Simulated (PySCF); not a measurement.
NMR data simulated for an unnamed compound:

1H NMR (400 MHz, computed): δ 7.65 (s, 1H), 3.63 (s, 3H), 2.51 (s, 3H).

13C{1H} NMR (computed): δ 153.2 (C), 147.2 (CH), 31.1 (CH3), 12.6 (CH3).

[PySCF: shieldings: GIAO PBE0/pcSseg-1; couplings computed with B3LYP/pcJ-1 (spin–dipole term only in couplings to heteroatoms); geometry: GFN2-xTB; no solvent; fast rotation and ring inversion assumed for equivalent nuclei; relativity neglected; single conformer]

Chemical shifts δ = σref − σ; 1H and 13C against TMS, all at this level.

Which of these does the molecule contain: a C≡C triple bond, a non-aromatic C=C double bond, a heteroaromatic ring, an amide, an N-methyl group?

Results:


- A C≡C triple bond: no.
- A non-aromatic C=C double bond: no.
- A heteroaromatic ring: yes.
- An amide: no.
- An N-methyl group: yes (δC 31.1; δH 3.63 (s)).

The data belong to SMILES n1c(C)n(C)cn1, C4H7N3; they needn't prove each group on their own.

Carbon signals by region: 2 in the sp2 and nitrile region (100–160 ppm), 2 below 50 ppm.

Shifts are as computed. Against solution values, carbons near 30 ppm lie about +3 ppm off and those near 130 ppm about +5 ppm. Of 1211 compounds with measured shifts, 218 miss one by over three times the rms of a fit or turn the order of signals round; such compounds aren't used in these exercises.
